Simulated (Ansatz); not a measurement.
Ansatz (a quantum-chemistry and plane-wave program) input (PBE/cc-pV(Q+d)Z): A basis named .json is the Basis Set Exchange file of that set (core-valence sets with the plain set on hydrogen).

Ansatz 0.2 input:
```yaml
crystal:
  periodic: [false, false, false]
  atoms:
    - {symbol: Si, position_ang: [0.00000000, 0.00000000, 0.00000000]}
basis:
  gaussian:
    orbitals: cc-pV_Q+d_Z.json
hamiltonian:
  xc: {name: PBE}
magnetization: {spin_polarized: true, initial_magnetization: 2}
scf: {lower_state_search: full}
```

Output:

```
Functional definition: PBE
integrals: 0.01 GiB planned
337 factors; their error is unknown
mean field: 0.13 GiB planned
mean field evaluation 1: about -7870.2213 eV, gradient 3.4e0 eV
mean field evaluation 2: about -7870.3244 eV, gradient 1.7e0 eV
mean field evaluation 4: about -7870.3487 eV, gradient 5.6e-2 eV
mean field evaluation 8: about -7870.3393 eV, gradient 2.9e-4 eV
mean field evaluation 16: about -7870.3392 eV, gradient 8.7e-2 eV
mean field evaluation 32: about -7870.2125 eV, gradient 3.4e0 eV
mean field evaluation 64: about -7870.3393 eV, gradient 1.5e-5 eV
mean field -7870.33934743 eV, -289.2296363103 hartree, gradient 2.1e-5 eV, S^2 2.004170; 6 other end points of the search recorded, 0 dependent functions left out
reference -7870.33937571 eV, -289.2296373499 hartree; 8, 6 occupied and 56, 58 virtual orbitals, 337 factors
Total energy: -7870.33937571 eV, -289.2296373499 hartree
```
